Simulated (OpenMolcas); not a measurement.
**Computed levels of Co²⁺**

| Quantity | Value |
| --- | --- |
| Program | OpenMolcas 26.06 |
| Method | CASSCF |
| Basis | ANO-RCC-VTZP [6s5p3d2f1g] |
| Scalar Hamiltonian | DKH2, point nucleus |
| Active space | 7 electrons in 6 orbitals (3d 4s) |
| State averaging | 2S+1 = 4 even, 50 roots; 2S+1 = 6 even, 5 roots kept (CI in the orbitals of an earlier block); 2S+1 = 2 even, 110 roots kept (CI in the orbitals of an earlier block) |
| Spin-orbit coupling | state interaction with AMFI integrals over the reference wave functions, term energies averaged over their components |

Spin-free terms above the lowest, with the occupations of the reference:

| Configuration | Term | E (cm⁻¹) | Occupations |
| --- | --- | --- | --- |
| 3d⁷ | ⁴F | 0.0 | 3d 7.00 |
| 3d⁷ | ⁴P | 19621 | 3d 7.00 |
| 3d⁷ | ²G | 19757 | 3d 7.00 |
| 3d⁷ | ²H | 26293 | 3d 7.00 |
| 3d⁷ | ²P | 26303 | 3d 7.00 |
| 3d⁶ 4s | ⁶D | 28034 | 3d 6.00 4s 1.00 |
| 3d⁷ | ²D(1) | 28565 | 3d 7.00 |
| 3d⁶ 4s | ⁴D(1) | 38202 | 3d 6.00 4s 1.00 |
| 3d⁷ | ²F | 45916 | 3d 7.00 |
| 3d⁶ 4s | ⁴H | 54662 | 3d 6.00 4s 1.00 |
| 3d⁶ 4s | ⁴P | 57497 | 3d 6.00 4s 1.00 |
| 3d⁶ 4s | ⁴F | 58346 | 3d 6.00 4s 1.00 |
| 3d⁶ 4s | ²H | 60763 | 3d 6.00 4s 1.00 |
| 3d⁶ 4s | ⁴G | 61205 | 3d 6.00 4s 1.00 |

With spin-orbit coupling, above the lowest level:

| Configuration | Term | J | E (cm⁻¹) | Measured (cm⁻¹) | g | Term weight % |
| --- | --- | --- | --- | --- | --- | --- |
| 3d⁷ | ⁴F | 9/2 | 0.0 | 0.0 | 1.334 | 100 |
| 3d⁷ | ⁴F | 7/2 | 930 | 841 | 1.238 | 100 |
| 3d⁷ | ⁴F | 5/2 | 1615 | 1451 | 1.029 | 100 |
| 3d⁷ | ⁴F | 3/2 | 2085 | 1867 | 0.399 | 100 |
| 3d⁷ | ⁴P | 5/2 | 20230 | 15202 | 1.600 | 100 |
| 3d⁷ | ²G | 9/2 | 20256 | 16978 | 1.108 | 98 |
| 3d⁷ | ⁴P | 3/2 | 20546 | 15428 | 1.722 | 97 |
| 3d⁷ | ⁴P | 1/2 | 20980 | 15811 | 2.646 | 99 |
| 3d⁷ | ²G | 7/2 | 21148 | 17766 | 0.889 | 100 |
| 3d⁷ | ²P | 3/2 | 26793 | 20195 | 1.279 | 85 |
| 3d⁷ | ²H | 11/2 | 26937 | 22720 | 1.091 | 100 |
| 3d⁷ | ²H | 9/2 | 27725 | 23434 | 0.912 | 98 |
| 3d⁷ | ²P | 1/2 | 27730 |  | 0.691 | 99 |
| 3d⁶ 4s | ⁶D | 9/2 | 28335 | 46438 | 1.557 | 100 |
| 3d⁶ 4s | ⁶D | 7/2 | 28887 | 47003 | 1.588 | 100 |
| 3d⁷ | ²D(1) | 5/2 | 29182 | 23059 | 1.201 | 100 |
| 3d⁶ 4s | ⁶D | 5/2 | 29300 | 47415 | 1.658 | 100 |
| 3d⁶ 4s | ⁶D | 3/2 | 29588 | 47699 | 1.868 | 100 |
| 3d⁶ 4s | ⁶D | 1/2 | 29758 | 47865 | 3.337 | 100 |
| 3d⁷ | ²D(1) | 3/2 | 30572 | 24237 | 0.867 | 87 |
| 3d⁶ 4s | ⁴D(1) | 7/2 | 38561 | 55729 | 1.429 | 100 |
| 3d⁶ 4s | ⁴D(1) | 5/2 | 39205 |  | 1.372 | 100 |
| 3d⁶ 4s | ⁴D(1) | 3/2 | 39638 |  | 1.201 | 100 |
| 3d⁶ 4s | ⁴D(1) | 1/2 | 39890 |  | -0.000 | 100 |
| 3d⁷ | ²F | 5/2 | 46635 | 37021 | 0.857 | 100 |
| 3d⁷ | ²F | 7/2 | 47025 | 37316 | 1.143 | 100 |
| 3d⁶ 4s | ⁴H | 13/2 | 55269 | 71623 | 1.231 | 100 |
| 3d⁶ 4s | ⁴H | 11/2 | 55492 | 71874 | 1.134 | 99 |
| 3d⁶ 4s | ⁴H | 9/2 | 55684 | 72083 | 0.972 | 99 |
| 3d⁶ 4s | ⁴H | 7/2 | 55844 | 72270 | 0.670 | 99 |
| 3d⁶ 4s | ⁴P | 5/2 | 57534 | 70934 | 1.601 | 100 |
| 3d⁶ 4s | ⁴F | 9/2 | 58898 | 73286 | 1.324 | 95 |
| 3d⁶ 4s | ⁴P | 3/2 | 58959 | 72342 | 1.726 | 98 |
| 3d⁶ 4s | ⁴F | 7/2 | 59139 | 73540 | 1.227 | 95 |
| 3d⁶ 4s | ⁴F | 5/2 | 59342 | 73727 | 1.017 | 97 |
| 3d⁶ 4s | ⁴F | 3/2 | 59501 | 73862 | 0.400 | 100 |
| 3d⁶ 4s | ⁴P | 1/2 | 59846 | 73214 | 2.659 | 99 |
| 3d⁶ 4s | ²H | 11/2 | 61218 |  | 1.142 | 71 |
| 3d⁶ 4s | ²H | 9/2 | 61772 |  | 0.939 | 89 |
| 3d⁶ 4s | ⁴G | 11/2 | 62095 |  | 1.221 | 71 |

Against the 32 measured excited levels shown (Sugar and Corliss, J. Phys. Chem. Ref. Data 10, 1097 (1981)) the mean absolute deviation is 11000 cm-1; the largest miss in energy is 3d⁶ 4s ⁶D_7/2: computed 28887, measured 47003 cm⁻¹ (-38.5 %). Levels of one J stand in another order than measured, so their pairing by name is doubtful.

Spin-orbit coupling puts the lowest level 943 cm⁻¹ below the lowest spin-free term.

For ⁴F the intervals divided by the larger J are -188.4, -195.7, -206.6 cm-1. Landé's interval rule makes them equal in pure LS coupling; they differ by 9 % of their mean. The multiplet is inverted.

Without dynamic correlation excited terms often stand tens of per cent too high (terms of higher spin than the ground term too low), and those without a measured partner can miss by more than the paired ones. Some levels mix across a computed gap that differs much from the measured one, so their mixing is not that of the real levels. Terms from blocks run as CI alone lack orbitals of their own. A single d shell beside an s shell can misplace configurations of different d count against each other. Measured partners are found by configuration, term and J. A level has none where our copy of the source lacks it or the pairing is in doubt (some pairs that miss far off the trend of their configuration count as doubtful), and it then counts in no deviation. Only configurations of the active space appear. The first state left out of the spin-orbit step lies near 98000 cm-1 above the lowest spin-free state of the reference (among the parities and spins computed), and the list stops at four fifths of that energy or lower. The table shows the lowest 40 of 61 levels.

The term weight is that of the spin-free term in the level, not the purity of its configuration. A number in round brackets counts repeated terms of one configuration in the order of the reference energies.
